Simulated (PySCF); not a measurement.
A geometry optimisation, step by step.

Species: C4H8OSi.
Atom-mapped SMILES: `[CH:1]#[C:2][CH2:3][SiH2:4][O:5][CH3:6]` (hydrogens: H7 on C1; H8, H9 on C3; H10, H11 on Si4; H12, H13, H14 on C6)

Method: PBE0-D3(BJ)/def2-SVP geometry optimisation, gas phase (PySCF 2.14.0); density fitting, grid level 1; the optimiser is geomeTRIC in internal coordinates, started from a GFN2-xTB structure with every atom displaced at random (about 0.01 Å). The frame can shift and turn from step to step; on so coarse a grid that alone can change the energy by a few meV, and forces under 0.02 eV/Å are noise.

Step 0: E = -14183.8862 eV, largest atomic force 5.332 eV/Å
```
atom  x, y, z in Å  |  force x, y, z in eV/Å
C1     -3.576   -0.100    0.777   -4.940   1.825   0.834
C2     -2.488   -0.476    0.587    4.211  -1.553  -0.817
C3     -1.158   -0.937    0.362    1.027   0.521   0.708
Si4     0.143    0.494    0.498   -2.582  -0.497   0.386
O5      1.507   -0.288    0.209    1.723  -0.858  -0.398
C6      2.788    0.267    0.187   -0.606  -0.371   0.011
H7     -4.567    0.260    0.933   -0.276   0.076   0.074
H8     -1.066   -1.391   -0.623    0.156  -0.236  -0.422
H9     -0.908   -1.703    1.125    0.150   0.115  -0.247
H10     0.093    1.111    1.841    0.058   0.110   0.325
H11    -0.149    1.533   -0.490   -0.063   0.453  -0.462
H12     2.876    1.031   -0.576    0.155   0.453  -0.577
H13     3.018    0.724    1.142    0.379   0.250   0.668
H14     3.480   -0.539   -0.020    0.609  -0.288  -0.081
```

Step 1: E = -14184.1672 eV, largest atomic force 0.459 eV/Å
```
atom  x, y, z in Å  |  force x, y, z in eV/Å
C1     -3.702    0.022    0.605    0.437  -0.095  -0.103
C2     -2.573   -0.378    0.400   -0.295   0.128   0.110
C3     -1.223   -0.857    0.183    0.163  -0.022  -0.115
Si4     0.126    0.403    0.618    0.195  -0.114  -0.367
O5      1.578   -0.370    0.298   -0.397   0.042   0.077
C6      2.852    0.200    0.342    0.036   0.088  -0.044
H7     -4.700    0.374    0.771   -0.094   0.036   0.028
H8     -1.077   -1.149   -0.877    0.016   0.113   0.161
H9     -1.044   -1.766    0.771    0.035  -0.166   0.122
H10     0.082    0.850    2.043   -0.083  -0.038  -0.011
H11    -0.051    1.576   -0.296    0.047   0.068   0.096
H12     2.980    0.980   -0.436    0.003  -0.050   0.081
H13     3.080    0.658    1.325   -0.024  -0.039  -0.057
H14     3.600   -0.588    0.154   -0.040   0.048   0.022
```

Step 2: E = -14184.1871 eV, largest atomic force 0.152 eV/Å
```
atom  x, y, z in Å  |  force x, y, z in eV/Å
C1     -3.666    0.038    0.622    0.032   0.046  -0.022
C2     -2.550   -0.386    0.408   -0.052  -0.020   0.030
C3     -1.207   -0.878    0.180    0.033  -0.125  -0.006
Si4     0.115    0.400    0.581    0.112  -0.018  -0.078
O5      1.560   -0.373    0.272   -0.151   0.017  -0.009
C6      2.830    0.204    0.346    0.038   0.034   0.018
H7     -4.657    0.413    0.798    0.014  -0.007   0.008
H8     -1.065   -1.167   -0.876   -0.024   0.000   0.003
H9     -1.015   -1.785    0.780    0.009   0.045  -0.005
H10     0.046    0.832    2.009   -0.025   0.015   0.018
H11    -0.056    1.589   -0.312    0.019   0.016   0.039
H12     2.969    1.002   -0.408   -0.006  -0.003   0.006
H13     3.036    0.639    1.342    0.002  -0.005  -0.001
H14     3.586   -0.574    0.157    0.000   0.006  -0.002
```

Step 3: E = -14184.1909 eV, largest atomic force 0.075 eV/Å
```
atom  x, y, z in Å  |  force x, y, z in eV/Å
C1     -3.643    0.056    0.633   -0.037   0.065  -0.001
C2     -2.541   -0.395    0.413    0.023  -0.057   0.011
C3     -1.204   -0.902    0.174    0.011  -0.025  -0.025
Si4     0.111    0.390    0.558    0.006   0.003   0.034
O5      1.556   -0.373    0.253    0.011  -0.008  -0.023
C6      2.822    0.214    0.352    0.016   0.010   0.019
H7     -4.623    0.454    0.820    0.006  -0.010   0.004
H8     -1.075   -1.200   -0.880   -0.021  -0.020  -0.014
H9     -1.003   -1.799    0.785    0.002   0.030  -0.001
H10     0.029    0.820    1.987   -0.005   0.009   0.003
H11    -0.059    1.586   -0.323   -0.007   0.000   0.001
H12     2.959    1.029   -0.382   -0.003   0.009  -0.008
H13     3.014    0.627    1.359   -0.003  -0.002   0.008
H14     3.586   -0.552    0.152    0.001  -0.005  -0.007
```

Step 4: E = -14184.1924 eV, largest atomic force 0.066 eV/Å
```
atom  x, y, z in Å  |  force x, y, z in eV/Å
C1     -3.625    0.074    0.644   -0.023   0.045   0.002
C2     -2.534   -0.403    0.417    0.022  -0.042   0.007
C3     -1.205   -0.923    0.168    0.007   0.023  -0.028
Si4     0.108    0.377    0.540   -0.043   0.019   0.047
O5      1.559   -0.374    0.235    0.061  -0.015  -0.020
C6      2.818    0.225    0.356   -0.001  -0.003   0.014
H7     -4.594    0.493    0.840   -0.001  -0.011   0.002
H8     -1.089   -1.233   -0.885   -0.009  -0.015  -0.004
H9     -0.998   -1.811    0.789   -0.008   0.003   0.003
H10     0.019    0.809    1.970    0.007  -0.003  -0.003
H11    -0.069    1.575   -0.337   -0.013  -0.007  -0.013
H12     2.950    1.060   -0.356    0.000   0.007  -0.005
H13     2.998    0.615    1.375    0.000   0.000   0.004
H14     3.591   -0.528    0.143    0.001  -0.002  -0.006
```

Step 5: E = -14184.1931 eV, largest atomic force 0.050 eV/Å
```
atom  x, y, z in Å  |  force x, y, z in eV/Å
C1     -3.611    0.089    0.654    0.002   0.017   0.001
C2     -2.530   -0.408    0.422    0.002  -0.012   0.003
C3     -1.206   -0.938    0.164    0.008   0.022  -0.008
Si4     0.106    0.366    0.527   -0.040   0.021   0.022
O5      1.563   -0.373    0.220    0.048  -0.008  -0.010
C6      2.816    0.234    0.360   -0.012  -0.006   0.005
H7     -4.573    0.522    0.856   -0.005  -0.008   0.001
H8     -1.102   -1.259   -0.886    0.001  -0.004   0.001
H9     -0.998   -1.820    0.793   -0.010  -0.009   0.001
H10     0.016    0.800    1.956    0.011  -0.008  -0.002
H11    -0.082    1.561   -0.352   -0.009  -0.009  -0.011
H12     2.943    1.087   -0.333    0.002   0.003   0.000
H13     2.989    0.602    1.388    0.001  -0.001   0.000
H14     3.598   -0.506    0.131    0.001   0.000  -0.003
```

Step 6: E = -14184.1933 eV, largest atomic force under 0.02 eV/Å
```
atom  x, y, z in Å  |  force x, y, z in eV/Å
C1     -3.604    0.097    0.660    0.010   0.000   0.001
C2     -2.528   -0.409    0.426   -0.006   0.005  -0.002
C3     -1.207   -0.946    0.164    0.004   0.005   0.008
Si4     0.105    0.360    0.521   -0.015   0.011   0.001
O5      1.567   -0.372    0.210    0.014  -0.001  -0.005
C6      2.816    0.240    0.360   -0.009  -0.004   0.001
H7     -4.564    0.534    0.864   -0.004  -0.004   0.001
H8     -1.110   -1.272   -0.885    0.005   0.003   0.001
H9     -1.001   -1.826    0.797   -0.007  -0.007  -0.001
H10     0.020    0.795    1.949    0.008  -0.005   0.000
H11    -0.093    1.551   -0.362   -0.004  -0.005  -0.004
H12     2.939    1.104   -0.319    0.001   0.001   0.002
H13     2.986    0.592    1.395    0.001   0.000  -0.001
H14     3.602   -0.493    0.119    0.001   0.002  -0.001
```

Problem. Summarise the path.

Solution. The energy falls by 0.3071 eV from step 0 to step 6; nine tenths of that is first reached at step 1. It falls at every step. The largest force goes from 5.332 to under 0.02 eV/Å. Among the bonds Si4–O5 changes most, from 1.598 to 1.664 Å; the atoms move by 0.114 Å rms after alignment.

Problem. Follow the three bonds and two angles with the largest change from start to end.

Solution. 
```csv
step,E above end (eV),largest force (eV/Å),Si4–O5 (Å),C3–Si4 (Å),C1≡C2 (Å),C3–Si4–O5 (°),C1–C2–C3 (°)
0,0.3071,5.332,1.598,1.939,1.167,101.4,179.7
1,0.0261,0.459,1.676,1.896,1.215,105.4,178.9
2,0.0062,0.152,1.667,1.882,1.212,104.8,178.8
3,0.0024,0.075,1.663,1.883,1.212,104.8,178.2
4,0.0008,0.066,1.662,1.884,1.212,105.1,177.6
5,0.0002,0.050,1.663,1.885,1.212,105.5,177.1
6,0.0000,under 0.02,1.664,1.885,1.212,105.7,176.9
```

The cost below is that of the whole optimisation. Hardware: Arm Neoverse V1, one thread, on a shared host. Cost: 46 s of wall time, 0.52 GiB resident at most.
